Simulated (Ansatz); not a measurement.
(XSi)4Y6: PBE-D4/def2-SVP single points in Ansatz on relaxed structures, gas phase. A negative affinity means that the extra electron isn't bound at that geometry and level; within about 0.2 eV of zero the sign isn't settled. Binding counts from free atoms in the multiplicity of their measured ground term, without zero-point energy. Sets without diffuse functions give affinities that are too small. A dash marks a value that wasn't run or was left out as unsound. The structures are stationary points that may keep the symmetry of their start. Remarks come from the PBE and PBE0 runs and from stability tests at other levels; not every state was tested. A HOMO above zero means that the electron is unbound at that level and held by the basis, or that self-interaction error raises the level; the energy of removing that electron tells which.

Problem. Estimate the order by HOMO (eV), lowest first.
A. (ClSi)4CH26 adamantane (C6H12Cl4Si4) (singlet)
B. (FSi)4O6 adamantane (Si4O6F4) (singlet)
C. (MeSi)4O6 adamantane (C4H12O6Si4) (singlet)
D. (FSi)4CH26 adamantane (C6H12F4Si4) (singlet)

Solution. B (-8.63), D (-7.15), C (-6.92), A (-6.86).

In full:

```json
{"species": "(FSi)4O6 adamantane (Si4O6F4)", "atoms": "14", "state": "singlet", "geometry": "PBE-D4/def2-SVP", "HOMO (eV)": "-8.63", "LUMO (eV)": "-1.75", "gap (eV)": "6.88", "vertical EA (eV)": "-0.49", "binding per atom (eV)": "5.70", "point group (within 0.1 Å)": "Td", "remarks": "HOMO above zero (-1 doublet)"}
{"species": "(ClSi)4CH26 adamantane (C6H12Cl4Si4)", "atoms": "26", "state": "singlet", "geometry": "PBE-D4/def2-SVP", "HOMO (eV)": "-6.86", "LUMO (eV)": "-1.75", "gap (eV)": "5.11", "vertical EA (eV)": "-0.16", "binding per atom (eV)": "4.29", "point group (within 0.1 Å)": "Td", "remarks": "HOMO above zero (-1 doublet)"}
{"species": "(MeSi)4O6 adamantane (C4H12O6Si4)", "atoms": "26", "state": "singlet", "geometry": "r2SCAN-D4/def2-SVP", "HOMO (eV)": "-6.92", "LUMO (eV)": "0.48", "gap (eV)": "7.40", "vertical EA (eV)": "-2.08", "binding per atom (eV)": "4.76", "point group (within 0.1 Å)": "–", "remarks": "HOMO above zero (-1 doublet)"}
{"species": "(FSi)4CH26 adamantane (C6H12F4Si4)", "atoms": "26", "state": "singlet", "geometry": "PBE0-D4/def2-SVP", "HOMO (eV)": "-7.15", "LUMO (eV)": "-1.30", "gap (eV)": "5.85", "vertical EA (eV)": "–", "binding per atom (eV)": "4.57", "point group (within 0.1 Å)": "Td", "remarks": "–"}
```

The gap (eV) runs from 5.11 ((ClSi)4CH26 adamantane) to 7.40 ((MeSi)4O6 adamantane). The vertical EA (eV) runs from -2.08 ((MeSi)4O6 adamantane) to -0.16 ((ClSi)4CH26 adamantane).
